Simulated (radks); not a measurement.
Values are calculated unless marked as measured or tabulated.
Charge is removed step by step from the 3s level of Al+, starting from [Ne] 3s2. Code: a radial shooting solver on a logarithmic mesh with Libxc functionals. Model: non-relativistic Kohn-Sham, PBE, spin-unpolarised, spherical densities, point nucleus.

removed (e),E - E(0) (eV),eigenvalue (eV),E minus straight line (eV)
0,0.000,-14.785,0.000
0.125,1.915,-15.862,-0.484
0.25,3.966,-16.952,-0.832
0.375,6.154,-18.053,-1.043
0.5,8.480,-19.166,-1.116
0.625,10.946,-20.288,-1.049
0.75,13.552,-21.419,-0.842
0.875,16.301,-22.558,-0.492
1,19.192,-23.705,0.000

Removing the whole electron costs 19.192 eV by Delta-SCF, against 14.785 eV from minus the eigenvalue at the starting occupation. Slater's transition state (half an electron removed) gives 19.166 eV. Integrating minus the eigenvalue over the occupation (Janak's theorem) gives 19.192 eV. The mean slope of the eigenvalue, de/dn, is 8.92 eV per electron. Ionisation energy of Al+ in the NIST Atomic Spectra Database: 18.829 eV (measured).

Beside tabulated values, note that spin-unpolarised runs miss the spin-polarisation part of the exchange energy of open shells.
